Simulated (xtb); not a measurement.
Input for xtb: GFN2-xTB on Sb2, 2S+1 = 1, a spin state set in the input, which need not be the lowest, a point of a bond scan (R = 2.474 Å).

```
$ xtb mol.xyz --gfn 2 --sp --chrg 0 --uhf 0
2

Sb     0.00000000     0.00000000     0.00000000
Sb     0.00000000     0.00000000     2.47422400
```

The head of its log:

```
[...]
           -------------------------------------------------
          |                Calculation Setup                |
           -------------------------------------------------



           -------------------------------------------------
          |                 G F N 2 - x T B                 |
           -------------------------------------------------

        Reference                      10.1021/acs.jctc.8b01176
      * Hamiltonian:
        H0-scaling (s, p, d)           1.850000    2.230000    2.230000
        zeta-weighting                 0.500000
      * Dispersion:
        s8                             2.700000
        a1                             0.520000
        a2                             5.000000
        s9                             5.000000
      * Repulsion:
        kExp                           1.500000    1.000000
        rExp                           1.000000
      * Coulomb:
        alpha                          2.000000
        third order                    shell-resolved
        anisotropic                    true
        a3                             3.000000
        a5                             4.000000
        cn-shift                       1.200000
        cn-exp                         4.000000
        max-rad                        5.000000


          ...................................................
          :                      SETUP                      :
          :.................................................:
          :  # basis functions                  20          :
          :  # atomic orbitals                  18          :
          :  # shells                            6          :
          :  # electrons                        10          :
          :  max. iterations                   250          :
          :  Hamiltonian                  GFN2-xTB          :
          :  restarted?                      false          :
          :  GBSA solvation                  false          :
          :  PC potential                    false          :
          :  electronic temp.          300.0000000     K    :
          :  accuracy                    1.0000000          :
          :  -> integral cutoff          0.2500000E+02      :
          :  -> integral neglect         0.1000000E-07      :
          :  -> SCF convergence          0.1000000E-05 Eh   :
          :  -> wf. convergence          0.1000000E-03 e    :
          :  Broyden damping             0.4000000          :
          :  net charge                          0          :
          :  unpaired electrons                  0          :
          ...................................................

 iter      E             dE          RMSdq      gap      omega  full diag
   1     -4.4651402 -0.446514E+01  0.246E+01    1.51       0.0  T
   2     -4.4654396 -0.299436E-03  0.165E+01    1.52       1.0  T
```

Problem. Predict the final total energy.

Solution. -4.4508 hartree.
